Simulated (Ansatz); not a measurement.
Mulliken charges of `SB1OBS1` from ωB97M-V/def2-TZVPP in Ansatz (PBE0-D4/def2-TZVP geometry).

```
atom   x (Å)   y (Å)   z (Å)  charge (e)
  S1  -1.595   0.795   1.403      -0.114
  B2  -0.212   0.312   0.390       0.196
  O3  -0.181  -0.697  -0.571      -0.304
  B4   1.147  -0.396  -0.834       0.158
  S5   1.501   0.982   0.321      -0.183
  H6  -2.432  -0.121   0.883       0.123
  H7   1.834  -0.943  -1.636       0.124
```

Q: By hand: the dipole of these point charges (1 e Å = 4.8032 D).

A: Σ q r = (0.030, -0.192, -0.195) e Å, of length 0.275 e Å = 1.32 D.

Q: How does the dipole of the full density compare? (Best estimate.)

A: The calculation gave: (-0.146, -0.100, -0.035) e Å, 0.87 D; the point charges give 1.52 times that, at 64° from its direction.

Point charges leave out the atoms' own dipoles, such as those of lone pairs, and Mulliken's split depends on the basis, so the two needn't agree.
